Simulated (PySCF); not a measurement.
AlH₂O₂, SMILES [OH][Al][OH], multiplicity 2. Coordinates come from a PBE-D3(BJ)/def2-TZVP optimisation. The multiplicity is an assumed one; other spin states were not compared. The isomer is the one that the SMILES or the coordinates give; other isomers of the formula were not compared. Other conformers were not sampled.

Computed equilibrium geometry at PBE-D3(BJ)/def2-TZVP (PySCF confirms it by a frequency run) as Cartesian coordinates in Å, and its point group (one conformer of several):
point group C2v.
```xyz
5

Al     0.0000     0.0000     0.5124
O      0.0000    -1.5347    -0.2629
H      0.0000    -1.6365    -1.2269
O      0.0000     1.5347    -0.2629
H      0.0000     1.6365    -1.2269
```
Charge 0, spin multiplicity 2.
